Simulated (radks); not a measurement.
Task: Radial electron density D(r) = 4 pi r^2 rho(r) of an atom or ion with 53 electrons. All-electron calculation, scalar-relativistic Kohn-Sham, LDA (Slater exchange, Perdew-Wang correlation), spin-unpolarised, spherical densities, finite nucleus; Fermi nuclear charge, rms radius of each element as measured or else 0.836 A^(1/3) + 0.57 fm. Program: a radial shooting solver on a logarithmic mesh with Libxc functionals.

| r (bohr) | D(r) (e/bohr) |
|---|---|
| 0.001759 | 6.610 |
| 0.002327 | 10.31 |
| 0.003079 | 15.74 |
| 0.004042 | 23.12 |
| 0.005348 | 33.15 |
| 0.007019 | 44.95 |
| 0.009287 | 57.87 |
| 0.01219 | 68.63 |
| 0.01613 | 74.48 |
| 0.02134 | 73.10 |
| 0.02801 | 67.60 |
| 0.03706 | 66.29 |
| 0.04865 | 76.54 |
| 0.06437 | 93.18 |
| 0.08449 | 96.75 |
| 0.1118 | 81.10 |
| 0.1479 | 71.18 |
| 0.1942 | 81.23 |
| 0.2569 | 77.84 |
| 0.3372 | 46.90 |
| 0.4461 | 29.64 |
| 0.5856 | 33.98 |
| 0.7748 | 26.62 |
| 1.025 | 13.18 |
| 1.346 | 8.284 |
| 1.78 | 5.322 |
| 2.337 | 1.917 |
| 3.092 | 0.2839 |
| 4.059 | 0.01588 |
| 5.37 | 0.0002178 |

What is the nuclear charge?

Result: Z = 57. The innermost maximum, from 1s, lies near gamma/Z bohr with gamma = sqrt(1 - (Z/c)^2) = 0.909, here 0.016 bohr (found: 0.0175), and its height grows with Z. The density is that of the lanthanum ion La4+ in [Kr] 4d9 5s2 5p5 4f1; the configuration itself is not fixed sharply by these data, and Z only to a few units. D(r) has 4 maxima, at r = 0.0175, 0.0774, 0.219, 0.605 bohr, and minima at 0.0337, 0.144, 0.450 bohr, inside which lie 1.96, 11.16, 29.03 electrons.
